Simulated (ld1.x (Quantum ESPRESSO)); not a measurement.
## Ge: variants of one PAW potential

Base potential:

Ge, PAW, made with ld1.x (Quantum ESPRESSO) 7.5 (PBEsol, scalar-relativistic). Core [Ar], reference 3d10 4s2 4p2. Waves: 4s (bound): rcut 1.45, rcutus 1.70 bohr; 4s channel at 0.05 Ry: rcut 1.45, rcutus 1.70 bohr; 4p (bound): rcut 1.70, rcutus 1.90 bohr; 4p channel at 1.95 Ry: rcut 1.70, rcutus 1.90 bohr; 3d (bound): rcut 1.35, rcutus 1.45 bohr; 3d channel at 0.7 Ry: rcut 1.35, rcutus 1.45 bohr. Local part: all-electron potential smoothed inside 1.15 bohr (lloc = -1). Core correction: Bessel-smoothed model core inside 1.25 bohr. Augmentation charge: PSQ, inside the norm-conserving radii.

Cutoffs, loose and tight: the cutoffs (Ry, on a coarse ladder) from which the occupation-weighted sum of valence levels, in a spherical-Bessel basis at the reference potential, stays within 10 and 1 mRy of its value at 400 Ry. They do not see the model core or the augmentation charge, which bear on the density cutoff. Test errors are all-electron minus pseudo excitation energies from the reference, over the configurations 3d10 4s2 4p1; 3d10 4s2 4p0; 3d10 4s1 4p0; 3d10 4s2 4p1.5; 3d10 4s1 4p3; 3d10 4s2 4p2.3; 3d10 4s0 4p0. A dash means not determined; rows that change the core or the reference have their own tests. The largest error is taken over the tests solved by every variant that gives reliable tests at all: 3d10 4s1 4p0; 3d10 4s1 4p3; 3d10 4s2 4p0; 3d10 4s2 4p1; 3d10 4s2 4p1.5; 3d10 4s2 4p2.3.

A true bound ghost makes a file unfit for plane-wave use even where its test errors are small: the radial tests pick states by their node count and pass the ghost by. Where a test does run into it, the solver fails or the error is huge.

Cutoffs are not given where the Bessel-basis levels miss the radial ones by over 6 mRy, ghosts where they miss by over 20 mRy; a channel whose overlap is not positive is not tested.

A file whose overlap is not positive is unfit for use, and its test errors describe a broken file.

| change | outcome | cutoff, loose | cutoff, tight | bound ghosts | largest test error (meV) |
| --- | --- | --- | --- | --- | --- |
| base | generated | 55 Ry | 100 Ry | s | -12 |
| waves 4s (bound): rcut 1.45, rcutus 1.66 bohr; 4s channel at 0.05 Ry: rcut 1.45, rcutus 1.66 bohr | generated | 55 Ry | 100 Ry | s | -12 |
| functional PBE | generated | 55 Ry | 100 Ry | s | -11 |
| local potential all-electron potential smoothed inside 0.76 bohr (lloc = -1) | generated, overlap not positive | – | – | s, p (d not tested, overlap not positive) | -10 |
| waves 3d (bound): rcut 1.22, rcutus 1.30 bohr; 3d channel at 0.7 Ry: rcut 1.22, rcutus 1.30 bohr | generated | 70 Ry | 140 Ry | s | -13 |
| local potential all-electron potential smoothed inside 1.50 bohr (lloc = -1) | generated | 55 Ry | 100 Ry | none | -12 |

(1) What comes out with this change to the base: waves 4p (bound): rcut 1.70, rcutus 2.62 bohr; 4p channel at 1.95 Ry: rcut 1.70, rcutus 2.62 bohr?

Answers

(1) outcome: generated, overlap not positive; bound ghosts: s (p not tested, overlap not positive); largest test error (meV): -12. A file whose overlap is not positive is unfit for use, and its test errors describe a broken file.
